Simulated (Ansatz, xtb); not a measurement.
**Isomers of C7H10N+ in order of energy**

4 gas-phase structures of C7H10N+, from a drawn sample of its isomers (lower ones may exist). Each was relaxed with GFN2-xTB:

A. `Cc1cccc[n+]1C`, a singlet
B. `Cc1ccccc1[NH3+]`, a singlet
C. `Cc1ccc[n+](C)c1`, a singlet
D. `C[NH2+]c1ccccc1`, a singlet

Q: Which do you expect lowest at r2SCAN-D4/def2-SVP, and how would the others follow?

A: Calculated order at r2SCAN-D4/def2-SVP: A (0.0), C (7.9), B (37.8), D (54.8) kJ/mol.

Energies above the lowest of each column, in kJ/mol; the last columns are at B3LYP-D3(BJ)/def2-SVP geometries (a dash: not run or not comparable):

```
structure  GFN2-xTB  HF/STO-3G  r2SCAN-D4/def2-SVP  B3LYP-D3(BJ)/def2-SVP  CCSD(T)/def2-SVP + ΔMP2/def2-TZVPP
        A       0.0        0.0                 0.0                    0.0                                 0.0
        C       3.9        8.2                 7.9                    6.7                                 5.9
        B     106.8       75.7                37.8                   41.6                                33.3
        D     107.5       74.1                54.8                   52.8                                   –
```

Every level run on A puts it lowest or level with the lowest. Flexible structures stand in one conformer each, not always the lowest. Frequencies (GFN2-xTB) were run for A, B, C alone. ΔMP2 is the change of the MP2 energy from the smaller to the larger basis.

Over these structures GFN2-xTB departs from r2SCAN-D4/def2-SVP by 31.4 kJ/mol on average once a common shift is removed. A GFN2-xTB relaxation took about 0.069 s and the r2SCAN-D4/def2-SVP energy about 2.4 s on a shared host (Ansatz 0.2.0, xtb 6.7.1).
